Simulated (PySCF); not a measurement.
r2SCAN on Al⁻ (aluminium, charge -1), [Ne] 3s2 3p2, high-spin 3P determinant. Computed with PySCF 2.14 in aug-cc-pV(D+d)Z, with the non-relativistic Hamiltonian (point nucleus).

```
cycle= 1 E= -242.349966517471  delta_E= -0.00301  |g|= 0.011  |ddm|= 0.273
cycle= 2 E= -242.35008712732  delta_E= -0.000121  |g|= 0.00906  |ddm|= 0.143
cycle= 3 E= -242.350280135793  delta_E= -0.000193  |g|= 0.00251  |ddm|= 0.083
cycle= 4 E= -242.350293379689  delta_E= -1.32e-05  |g|= 0.000467  |ddm|= 0.0185
cycle= 5 E= -242.350293972891  delta_E= -5.93e-07  |g|= 3.66e-05  |ddm|= 0.00477
cycle= 6 E= -242.350293977436  delta_E= -4.54e-09  |g|= 5.08e-06  |ddm|= 0.000336
cycle= 7 E= -242.35029397752  delta_E= -8.39e-11  |g|= 1.52e-06  |ddm|= 9.27e-05
converged SCF energy = -242.35029397752  <S^2> = 2.0093366  2S+1 = 3.006218
```

Highest occupied orbital energy: 1.224 eV; ⟨L²⟩ = 2.03; populations by l: s 6.00, p 8.00, d 0.00.

Q: Can this result be used?

A: With care. Self-consistency was reached. At r2SCAN the highest occupied level has a positive energy, so only the finite basis holds that electron; in a semilocal or global hybrid functional this comes from self-interaction and does not mean that the real anion is unbound.
